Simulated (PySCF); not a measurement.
VO₂Cl, SMILES [V](=[O])([Cl])=[O], multiplicity 1.

Geometry optimised at PBE0-D3(BJ)/def2-SVP. The spin state was assumed, not searched.

Two levels are set side by side: PBE/def2-TZVPD (PySCF) and HF/def2-TZVPD (PySCF). Same geometry, gas phase. Differences are taken from unrounded values.

| quantity | PBE |
|---|---|
| orbital gap (eV) | 2.43 |
| highest occupied level (eV) | -7.65 |
| lowest empty level (eV) | -5.21 |
| dipole moment (D) | 2.73 |
| mean polarisability (bohr³) | 51.8 |

### Question
These are the PBE values. What does HF give? (The exact figures need the calculation; the answer reports its results.)

### Answer

| quantity | HF | PBE minus HF |
|---|---|---|
| orbital gap (eV) | 11.83 | -9.39 |
| highest occupied level (eV) | -12.89 | 5.24 |
| lowest empty level (eV) | -1.06 | -4.15 |
| dipole moment (D) | 3.32 | -0.59 |
| mean polarisability (bohr³) | 46.0 | 5.8 |

PBE's occupied levels lie high since its potential decays too fast outside the molecule; exact exchange lowers them and widens the gap. Loosely held outer electrons make PBE densities more polarisable. Differences between two approximate levels are no errors against the true value.

Rough cost on one machine, each run with all the roots and properties that it gave: HF against PBE within a factor of 2.
